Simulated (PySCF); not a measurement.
C2H5O (SMILES [CH2]CO), doublet, at a GFN2-xTB geometry; PBE0/6-311G** run with PySCF.

PySCF was given this input:
```python
from pyscf import gto, scf, dft

mol = gto.Mole()
mol.atom = '''
    C     1.23502532    0.24455616    0.01838295
    C    -0.02845231   -0.48036327    0.20825019
    O    -1.17010918    0.18511102   -0.27092783
    H     1.25698436    1.18291950   -0.49910586
    H     2.15143949   -0.18706696    0.36554836
    H    -0.01490920   -1.44991849   -0.31657984
    H    -0.16026187   -0.72702926    1.28348887
    H    -1.11181731    1.11504965   -0.02572778
'''
mol.basis = '6-311g**'
mol.spin = 1
mol.verbose = 4
mol.build()

mf = dft.UKS(mol)
mf.xc = 'pbe0'
mf.kernel()
mf.analyze()
```

What the program printed (banner, timings and long lists left out):

```
PySCF version 2.14.0

[INPUT] verbose = 4
[INPUT] num. atoms = 8
[INPUT] num. electrons = 25
[INPUT] charge = 0
[INPUT] spin (= nelec alpha-beta = 2S) = 1
[INPUT] symmetry False subgroup None
[INPUT] Mole.unit = angstrom
[INPUT] Symbol           X                Y                Z      unit          X                Y                Z       unit  Magmom
[...]
nuclear repulsion = 75.4853992838709
number of shells = 44
number of NR pGTOs = 133
number of NR cGTOs = 84
basis = 6-311g**
ecp = {}

******** <class 'pyscf.dft.uks.UKS'> ********
method = UKS
initial guess = minao
damping factor = 0
level_shift factor = 0
DIIS = <class 'pyscf.scf.diis.CDIIS'>
diis_start_cycle = 1
diis_space = 8
diis_damp = 0
SCF conv_tol = 1e-09
SCF conv_tol_grad = None
SCF max_cycles = 50
direct_scf = True
direct_scf_tol = 1e-13
number electrons alpha = 13  beta = 12
XC library pyscf.dft.libxc version 7.1.2
    S. Lehtola, C. Steigemann, M. J. T. Oliveira, and M. A. L. Marques,  SoftwareX 7, 1–5 (2018)
XC functionals = pbe0
    C. Adamo and V. Barone,  J. Chem. Phys. 110, 6158 (1999)
    M. Ernzerhof and G. E. Scuseria,  J. Chem. Phys. 110, 5029 (1999)
radial grids:
    Treutler-Ahlrichs [JCP 102, 346 (1995); DOI:10.1063/1.469408] (M4) radial grids

becke partition: Becke, JCP 88, 2547 (1988); DOI:10.1063/1.454033
pruning grids: <function nwchem_prune>
grids dens level: 3
symmetrized grids: False
atomic radii adjust function: <function treutler_atomic_radii_adjust>
small_rho_cutoff = 0
Set gradient conv threshold to 3.16228e-05
tot grids = 91360
init E= -154.383768050358

cycle= 1 E= -154.15691540534  delta_E= 0.227  |g|= 0.434  |ddm|= 1.42
cycle= 2 E= -154.101803238777  delta_E= 0.0551  |g|=  0.6  |ddm|= 0.696
cycle= 3 E= -154.227499056174  delta_E= -0.126  |g|= 0.0432  |ddm|= 0.428
cycle= 4 E= -154.228230207995  delta_E= -0.000731  |g|= 0.0195  |ddm|= 0.0432
cycle= 5 E= -154.22844041114  delta_E= -0.00021  |g|= 0.00417  |ddm|= 0.0162
cycle= 6 E= -154.228453967097  delta_E= -1.36e-05  |g|= 0.00112  |ddm|= 0.00521
cycle= 7 E= -154.228455421806  delta_E= -1.45e-06  |g|= 0.00041  |ddm|= 0.00193
cycle= 8 E= -154.228455534417  delta_E= -1.13e-07  |g|= 0.000171  |ddm|= 0.000467
cycle= 9 E= -154.228455551885  delta_E= -1.75e-08  |g|= 5.36e-05  |ddm|= 0.000174
cycle= 10 E= -154.228455553771  delta_E= -1.89e-09  |g|= 7.65e-06  |ddm|= 6.13e-05
cycle= 11 E= -154.228455553845  delta_E= -7.43e-11  |g|= 3.1e-06  |ddm|= 1.56e-05
Extra cycle  E= -154.228455553848  delta_E= -3.01e-12  |g|= 2.93e-06  |ddm|= 4.73e-06
converged SCF energy = -154.228455553848  <S^2> = 0.75470959  2S+1 = 2.0047041
**** SCF Summaries ****
Total Energy =                        -154.228455553848278
Nuclear Repulsion Energy =              75.485399283870933
One-electron Energy =                 -358.513008344786499
Two-electron Energy =                  128.799153507067302
Two-electron Coulomb Energy =          149.953348072139107
DFT Exchange-Correlation Energy =      -21.154194565071808
**** MO energy ****
                             alpha | beta                alpha | beta
[...]
To work with the spin densities directly, `use mulliken_meta_spin()` only printing them here.

 ** Mulliken spin pop alpha/beta on meta-lowdin orthogonal AOs **
 ** Mulliken Spin Density (per AO)  **
spin_pop of  0 C 1s       -0.00001
spin_pop of  0 C 2s        0.04620
spin_pop of  0 C 3s       -0.00051
spin_pop of  0 C 4s       -0.00002
spin_pop of  0 C 2px       0.03585
spin_pop of  0 C 2py       0.21193
spin_pop of  0 C 2pz       0.70438
spin_pop of  0 C 3px      -0.00001
spin_pop of  0 C 3py       0.00274
spin_pop of  0 C 3pz       0.00898
spin_pop of  0 C 4px       0.00000
spin_pop of  0 C 4py       0.00003
spin_pop of  0 C 4pz       0.00009
spin_pop of  0 C 3dxy      0.00002
spin_pop of  0 C 3dyz     -0.00073
spin_pop of  0 C 3dz^2    -0.00059
spin_pop of  0 C 3dxz     -0.00002
spin_pop of  0 C 3dx2-y2    0.00006
spin_pop of  1 C 1s        0.00000
spin_pop of  1 C 2s       -0.00928
spin_pop of  1 C 3s        0.00006
spin_pop of  1 C 4s        0.00000
spin_pop of  1 C 2px      -0.01402
spin_pop of  1 C 2py      -0.01485
spin_pop of  1 C 2pz      -0.01300
spin_pop of  1 C 3px      -0.00006
spin_pop of  1 C 3py       0.00011
spin_pop of  1 C 3pz       0.00051
spin_pop of  1 C 4px      -0.00000
spin_pop of  1 C 4py       0.00000
spin_pop of  1 C 4pz       0.00000
spin_pop of  1 C 3dxy      0.00003
spin_pop of  1 C 3dyz      0.00028
spin_pop of  1 C 3dz^2     0.00009
spin_pop of  1 C 3dxz      0.00036
spin_pop of  1 C 3dx2-y2    0.00012
spin_pop of  2 O 1s        0.00000
spin_pop of  2 O 2s        0.00046
spin_pop of  2 O 3s        0.00008
spin_pop of  2 O 4s        0.00000
spin_pop of  2 O 2px       0.00025
spin_pop of  2 O 2py       0.00008
spin_pop of  2 O 2pz      -0.00190
spin_pop of  2 O 3px       0.00003
spin_pop of  2 O 3py       0.00005
spin_pop of  2 O 3pz      -0.00005
spin_pop of  2 O 4px       0.00000
spin_pop of  2 O 4py       0.00002
spin_pop of  2 O 4pz      -0.00001
spin_pop of  2 O 3dxy      0.00000
spin_pop of  2 O 3dyz      0.00001
spin_pop of  2 O 3dz^2     0.00001
spin_pop of  2 O 3dxz      0.00000
spin_pop of  2 O 3dx2-y2    0.00000
spin_pop of  3 H 1s       -0.02918
spin_pop of  3 H 2s       -0.00027
spin_pop of  3 H 3s        0.00019
spin_pop of  3 H 2px       0.00002
spin_pop of  3 H 2py       0.00011
spin_pop of  3 H 2pz       0.00050
spin_pop of  4 H 1s       -0.02854
spin_pop of  4 H 2s       -0.00023
spin_pop of  4 H 3s        0.00019
spin_pop of  4 H 2px      -0.00008
spin_pop of  4 H 2py       0.00012
spin_pop of  4 H 2pz       0.00047
spin_pop of  5 H 1s        0.04931
spin_pop of  5 H 2s        0.00023
spin_pop of  5 H 3s        0.00012
spin_pop of  5 H 2px       0.00008
spin_pop of  5 H 2py       0.00002
spin_pop of  5 H 2pz       0.00001
spin_pop of  6 H 1s        0.04631
spin_pop of  6 H 2s        0.00021
spin_pop of  6 H 3s        0.00014
spin_pop of  6 H 2px       0.00004
spin_pop of  6 H 2py      -0.00001
spin_pop of  6 H 2pz       0.00005
spin_pop of  7 H 1s        0.00233
spin_pop of  7 H 2s        0.00005
spin_pop of  7 H 3s        0.00004
spin_pop of  7 H 2px       0.00000
spin_pop of  7 H 2py       0.00000
spin_pop of  7 H 2pz       0.00001
 ** Mulliken Spin Density (per atom)  **
spin density of  0 C =      1.00838
spin density of  1 C =     -0.04965
spin density of  2 O =     -0.00097
spin density of  3 H =     -0.02864
spin density of  4 H =     -0.02807
spin density of  5 H =      0.04978
spin density of  6 H =      0.04674
spin density of  7 H =      0.00243
 ** Mulliken pop alpha/beta on meta-lowdin orthogonal AOs **
 ** Mulliken pop       alpha | beta **
In total            13.00000 | 12.00000
 ** Mulliken atomic charges   ( Nelec_alpha | Nelec_beta ) **
charge of  0C =     -0.28335  (     3.64587      2.63748 )
charge of  1C =      0.01449  (     2.96793      3.01758 )
charge of  2O =     -0.52810  (     4.26356      4.26454 )
charge of  3H =      0.12263  (     0.42437      0.45300 )
charge of  4H =      0.12461  (     0.42366      0.45173 )
charge of  5H =      0.12609  (     0.46184      0.41207 )
charge of  6H =      0.10034  (     0.47320      0.42646 )
charge of  7H =      0.32329  (     0.33957      0.33714 )
Dipole moment(X, Y, Z, Debye):  1.13391,  0.67784,  0.79216
```
